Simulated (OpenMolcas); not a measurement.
**What dynamic correlation does to the levels of O I**

```
Program             : OpenMolcas
Basis               : ANO-L-VTZP [4s3p2d1f]
Scalar Hamiltonian  : non-relativistic, point nucleus
Active space        : 4 electrons in 3 orbitals (2p)
State averaging     : 2S+1 = 3 even, 3 roots; 2S+1 = 1 even, 6 roots
Spin-orbit coupling : RASSI with atomic mean-field integrals over the reference wave functions, term energies averaged over their components
```

Methods on the same reference wave functions:
A. CASSCF
B. SS-CASPT2, IPEA 0.25 Eh, imaginary shift 0.1 Eh (closed shells correlated: 1s 2s)

Energies in cm-1 above 2s2 2p4 3P2, the measured ground level; measured values from NIST Handbook of Basic Atomic Spectroscopic Data.

```csv
Level,A,B,Measured
2s2 2p4 3P2,0.0,0.0,0.0
2s2 2p4 3P1,149,149,158
2s2 2p4 3P0,222,222,227
2s2 2p4 1D2,17712,15850,15868
2s2 2p4 1S0,43904,35940,33793
```

Deviations, from unrounded energies. A percentage is the sum of absolute deviations over the sum of measured energies, with the sign that they share, or ± where signs differ.

```
                        Against measurement  Levels      A     B
             mean absolute deviation (cm-1)       4   3000   550
      fine structure of the ground term (%)       2   -3.8  -3.8
other terms of the ground configuration (%)       2  +24.1  ±4.4
```

B lies closest to measurement on these levels. The largest miss of B in the table is 2s2 2p4 1S0, by +2100 cm-1. The ranking rests on the paired levels alone, and a cruder setting can come out closer through cancelling errors.

From A to B the spin-free energies of the other terms of 2s2 2p4 shown, above 3P, scale by factors of 0.82 to 0.89.

The lowest spin-free term lies below A's lowest term by 0.154 hartree in B.

Term energies are means over components that CASPT2 splits; among the terms shown or strongly mixed into the levels shown the widest spread is 140 cm-1 (2s2 2p4 1D, B). With the s shell closed, the reference lacks s² → p² mixing. Without dynamic correlation excited terms often stand tens of per cent too high (terms of higher spin than the ground term too low), and those without a measured partner can miss by more than the paired ones (holds for A). Measured partners are found by configuration, term and J. A level has none where our copy of the source lacks it or the pairing is in doubt (some pairs that miss far off the trend of their configuration count as doubtful), and it then counts in no deviation. Levels of configurations outside the active space are missing.
